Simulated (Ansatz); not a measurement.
Isolated molecules relaxed with PBE0-D4/def2-TZVP in Ansatz; ΔE leaves out vibrations. CCSD(T)/CBS is the MP2 limit (def2-TZVPP, def2-QZVPP) plus CCSD(T) − MP2 in def2-TZVPP, frozen cores. This one scheme is used for every species. DFT in def2-TZVPP. For Br outer-core shells are correlated without core-valence functions, which leaves a few kJ/mol of doubt a bond. Scalar relativity is left out up to krypton.

`F[Si](F)(Cl)Br` + HBr → `F[Si](F)(Br)Br` + HCl  (ligand exchange at the Si–Cl bond)

Q: Is it downhill or uphill in electronic energy at CCSD(T)/CBS, and by how much? (Best estimate.)

A: The calculation gave: Uphill: ΔE = +5.9 kJ/mol.

Q: What do these levels give: CAM-B3LYP-D4, ωB97M-V, r2SCANh, RPA@PBE/def2-TZVPP, CCSD(T)/def2-SVP, MP2/def2-QZVPP? (An estimate is asked.)

A: Ansatz gave: CAM-B3LYP-D4 10.1, ωB97M-V 8.7, r2SCANh 8.8, RPA@PBE/def2-TZVPP 8.5, CCSD(T)/def2-SVP 12.7, MP2/def2-QZVPP 5.5 kJ/mol.

Largest T1 diagnostic among the species: 0.010.

At CCSD(T), def2-SVP lies +6.8 kJ/mol from the extrapolated value and def2-TZVPP +2.4 kJ/mol. In def2-TZVPP, CCSD(T) changes the Hartree–Fock value by −3.2 kJ/mol (the triples alone add −0.3 kJ/mol) and MP2 by −4.6 kJ/mol.
